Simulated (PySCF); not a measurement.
Calculated NMR data

Theoretical values (PySCF 2.14.0 with density-fitted response routines): geometry from GFN2-xTB, NMR shieldings at PBE0/pcSseg-1/GIAO. One conformer, equivalent nuclei averaged, isolated molecule, relativity neglected.

Chemical shifts δ = σref − σ; TMS for ¹H (σ = 31.72 ppm) and ¹³C (σ = 186.93 ppm), all at this level. Splittings of carbon signals by F and P are missing where no couplings were computed. Where no couplings were computed, multiplicities follow the n + 1 count of equivalent neighbours, and m marks all less simple cases (inequivalent or close neighbours, rings, F or P nearby). Shifts are as computed. Against solution values, carbons near 30 ppm lie about +3 ppm off and those near 130 ppm about +5 ppm. Of 1211 compounds with measured shifts, 218 miss one by over three times the rms of a fit or turn the order of signals round; such compounds aren't used in these exercises.

Compound 1 (C6H8O2). ¹H NMR (500 MHz, computed): δ 6.48 (s, 1H), 3.92 (s, 3H), 1.51 (m, 2H), 1.19 (m, 2H). ¹³C{¹H} NMR (computed): δ 172.8 (C), 155.7 (C), 117.4 (CH), 53.4 (CH3), 7.6 (CH2), 4.0 (CH2). Structure: `O=C(OC)C=C1CC1`.

Compound 2 (C8H9F3). ¹H NMR (500 MHz, computed): δ 6.55 (d, 1H), 6.34 (m, 1H), 6.04 (br s, 1H), 6.01 (m, 1H), 5.90 (m, 1H), 5.67 (br s, 1H), 1.64 (d, 3H). ¹³C{¹H} NMR (computed): δ 147.8 (C), 146.4 (C), 140.1 (CH), 136.9 (CH), 133.1 (C), 130.4 (CH2), 126.9 (CH2), 21.9 (CH3). Structure: `InChI=1S/C8H9F3/c1-4-5-6(2)7(3)8(9,10)11/h4-5H,2-3H2,1H3/b5-4-`.
